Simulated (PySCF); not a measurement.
**Atomic charges against the basis set**

C2H4N2OSSi.
Atom-mapped SMILES: `[SiH3:1][O:2][c:3]1[cH:4][n:5][s:6][n:7]1` (hydrogens: H8, H9, H10 on Si1; H11 on C4)

PBE0 throughout (PySCF), one geometry, spherical d and f functions. Isolated species at its PBE0-D3(BJ)/def2-SVP geometry (one conformer only). The first 7 of 9 kinds of atom are listed.

Mulliken charges (e):

| basis | functions | Si1 | O2 | C3 | C4 | N5 | S6 | N7 |
| --- | --- | --- | --- | --- | --- | --- | --- | --- |
| STO-3G | 47 | +0.672 | -0.319 | +0.136 | -0.049 | -0.318 | +0.466 | -0.383 |
| 6-31G | 79 | +0.800 | -0.728 | +0.405 | +0.037 | -0.571 | +0.745 | -0.625 |
| pcSseg-0 | 79 | +0.756 | -0.810 | +0.524 | +0.148 | -0.791 | +0.920 | -0.840 |
| 6-31G* | 114 | +0.572 | -0.606 | +0.484 | -0.047 | -0.452 | +0.561 | -0.540 |
| cc-pVDZ | 126 | +0.421 | -0.401 | +0.261 | +0.096 | -0.312 | +0.402 | -0.392 |
| def2-SVP | 126 | +0.560 | -0.438 | +0.244 | +0.057 | -0.309 | +0.442 | -0.407 |
| aug-cc-pVDZ | 205 | -0.252 | -0.847 | +0.388 | +0.820 | -0.788 | +0.742 | -0.553 |
| 6-311+G(2d,p) | 229 | +0.645 | -0.567 | +0.457 | -0.203 | -0.291 | +0.262 | -0.313 |
| def2-TZVP | 253 | +0.295 | -0.337 | +0.281 | -0.142 | -0.205 | +0.275 | -0.281 |
| cc-pVTZ | 274 | +0.276 | -0.289 | +0.237 | -0.088 | -0.237 | +0.314 | -0.307 |
| IGLO-III | 303 | +0.931 | -0.527 | +0.377 | +0.048 | -0.523 | +0.635 | -0.576 |
| pcSseg-2 | 322 | +0.747 | -0.519 | +0.341 | +0.038 | -0.295 | +0.338 | -0.373 |

IAO charges (e):

| basis | functions | Si1 | O2 | C3 | C4 | N5 | S6 | N7 |
| --- | --- | --- | --- | --- | --- | --- | --- | --- |
| STO-3G | 47 | +0.776 | -0.387 | +0.108 | -0.140 | -0.316 | +0.550 | -0.394 |
| 6-31G | 79 | +0.680 | -0.513 | +0.239 | -0.095 | -0.371 | +0.551 | -0.458 |
| pcSseg-0 | 79 | +0.678 | -0.511 | +0.236 | -0.093 | -0.376 | +0.565 | -0.467 |
| 6-31G* | 114 | +0.815 | -0.555 | +0.281 | -0.081 | -0.411 | +0.621 | -0.497 |
| cc-pVDZ | 126 | +0.804 | -0.551 | +0.279 | -0.087 | -0.405 | +0.621 | -0.494 |
| def2-SVP | 126 | +0.824 | -0.550 | +0.273 | -0.085 | -0.407 | +0.628 | -0.495 |
| aug-cc-pVDZ | 205 | +0.807 | -0.561 | +0.283 | -0.086 | -0.416 | +0.633 | -0.502 |
| 6-311+G(2d,p) | 229 | +0.840 | -0.569 | +0.284 | -0.085 | -0.425 | +0.652 | -0.512 |
| def2-TZVP | 253 | +0.851 | -0.572 | +0.287 | -0.086 | -0.429 | +0.661 | -0.517 |
| cc-pVTZ | 274 | +0.836 | -0.567 | +0.286 | -0.087 | -0.421 | +0.648 | -0.510 |
| IGLO-III | 303 | +0.848 | -0.572 | +0.284 | -0.087 | -0.430 | +0.666 | -0.517 |
| pcSseg-2 | 322 | +0.850 | -0.570 | +0.286 | -0.085 | -0.427 | +0.655 | -0.515 |

Hirshfeld charges (e):

```
        basis  functions     Si1      O2      C3      C4      N5      S6      N7
       STO-3G         47  +0.462  -0.178  +0.083  -0.021  -0.194  +0.278  -0.262
        6-31G         79  +0.387  -0.218  +0.112  -0.004  -0.191  +0.229  -0.224
     pcSseg-0         79  +0.405  -0.202  +0.101  -0.015  -0.182  +0.239  -0.225
       6-31G*        114  +0.372  -0.195  +0.121  +0.001  -0.180  +0.203  -0.205
      cc-pVDZ        126  +0.379  -0.180  +0.107  -0.014  -0.166  +0.208  -0.195
     def2-SVP        126  +0.385  -0.184  +0.112  -0.015  -0.175  +0.226  -0.205
  aug-cc-pVDZ        205  +0.394  -0.202  +0.107  -0.014  -0.182  +0.226  -0.205
6-311+G(2d,p)        229  +0.400  -0.203  +0.104  -0.011  -0.183  +0.227  -0.207
    def2-TZVP        253  +0.389  -0.196  +0.110  -0.012  -0.179  +0.218  -0.202
      cc-pVTZ        274  +0.384  -0.191  +0.112  -0.012  -0.175  +0.212  -0.200
     IGLO-III        303  +0.386  -0.197  +0.105  -0.018  -0.184  +0.236  -0.208
     pcSseg-2        322  +0.395  -0.201  +0.110  -0.012  -0.182  +0.225  -0.205
```

ESP-fitted charges (e):

| basis | functions | Si1 | O2 | C3 | C4 | N5 | S6 | N7 |
| --- | --- | --- | --- | --- | --- | --- | --- | --- |
| STO-3G | 47 | +0.504 | -0.494 | +0.718 | -0.072 | -0.314 | +0.272 | -0.449 |
| 6-31G | 79 | +0.665 | -0.736 | +0.937 | -0.048 | -0.407 | +0.299 | -0.563 |
| pcSseg-0 | 79 | +0.766 | -0.745 | +0.951 | -0.065 | -0.410 | +0.309 | -0.578 |
| 6-31G* | 114 | +0.518 | -0.493 | +0.645 | -0.067 | -0.339 | +0.282 | -0.463 |
| cc-pVDZ | 126 | +0.448 | -0.443 | +0.590 | -0.088 | -0.309 | +0.266 | -0.424 |
| def2-SVP | 126 | +0.525 | -0.505 | +0.671 | -0.075 | -0.337 | +0.286 | -0.462 |
| aug-cc-pVDZ | 205 | +0.457 | -0.457 | +0.619 | -0.077 | -0.331 | +0.261 | -0.430 |
| 6-311+G(2d,p) | 229 | +0.458 | -0.456 | +0.613 | -0.090 | -0.330 | +0.271 | -0.434 |
| def2-TZVP | 253 | +0.464 | -0.454 | +0.624 | -0.088 | -0.325 | +0.266 | -0.434 |
| cc-pVTZ | 274 | +0.467 | -0.443 | +0.603 | -0.084 | -0.319 | +0.262 | -0.426 |
| IGLO-III | 303 | +0.453 | -0.442 | +0.595 | -0.077 | -0.339 | +0.288 | -0.437 |
| pcSseg-2 | 322 | +0.514 | -0.505 | +0.684 | -0.081 | -0.341 | +0.275 | -0.461 |

Q: Which scheme is steadiest as the basis changes?

A: Largest range over the bases for any column: Hirshfeld 0.09 e, IAO 0.18 e, ESP-fitted 0.36 e, Mulliken 1.18 e. Hirshfeld charges move least and Mulliken charges most, counted in e. Without the minimal STO-3G basis the ranges are Hirshfeld 0.04, IAO 0.17, ESP-fitted 0.36, Mulliken 1.18 e.

Q: How much do the charges still move between the two largest bases, IGLO-III and pcSseg-2?

A: At most, over all atoms: Mulliken 0.297 e, IAO 0.011 e, Hirshfeld 0.010 e, ESP-fitted 0.090 e.

Q: What do the same runs give for the total energy, the frontier levels and the dipole moment?

A: 
```csv
basis,energy (Eh),HOMO (eV),LUMO (eV),μ (D)
STO-3G,-939.3355,-4.17,2.10,1.90
6-31G,-950.2339,-7.49,-1.49,1.98
pcSseg-0,-948.9941,-7.76,-1.75,1.91
6-31G*,-950.4404,-7.18,-1.26,1.56
cc-pVDZ,-950.4979,-7.17,-1.26,1.43
def2-SVP,-950.0682,-7.32,-1.41,1.42
aug-cc-pVDZ,-950.5208,-7.30,-1.52,1.62
"6-311+G(2d,p)",-950.5858,-7.30,-1.56,1.60
def2-TZVP,-950.6200,-7.28,-1.51,1.50
cc-pVTZ,-950.6120,-7.26,-1.45,1.48
IGLO-III,-950.6170,-7.25,-1.48,1.45
pcSseg-2,-950.6303,-7.33,-1.56,1.56
```

The dipole is fixed by the density alone, so its range of 0.56 D shows that the density itself changes with the basis, not only its division among atoms.
